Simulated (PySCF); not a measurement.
Two-component Hartree-Fock for P³⁺ (phosphorus, charge +3)

Start: [Ne] 3s2. Calculated with PySCF 2.14 in an uncontracted even-tempered set (21 s from 0.02 bohr⁻², ratio 2.6; 14 p from 0.025 bohr⁻², ratio 2.6; 8 d from 0.026 bohr⁻², ratio 2.8; 5 f from 1 bohr⁻², ratio 2.8): generalised Hartree-Fock with the X2C-1e Hamiltonian and a Gaussian nucleus; spin-orbit coupling (SO) screened by Boettger's factors.

| spinor shell | electrons | ε, screened SO (eV) | weight of nominal j (screened SO) | rms radius, screened SO (bohr) |
| --- | --- | --- | --- | --- |
| 1s1/2 | 2 | -2222.3 | 1.000 | 0.120 |
| 2s1/2 | 2 | -244.27 | 1.000 | 0.558 |
| 2p1/2 | 2 | -186.28 | 1.000 | 0.537 |
| 2p3/2 | 4 | -185.30 | 1.000 | 0.539 |
| 3s1/2 | 2 | -49.999 | 1.000 | 1.81 |

```csv
quantity,screened SO
E (hartree),-339.38074
M_J,0
⟨J²⟩,0.000
⟨L²⟩,0.000
⟨S²⟩,0.000
```
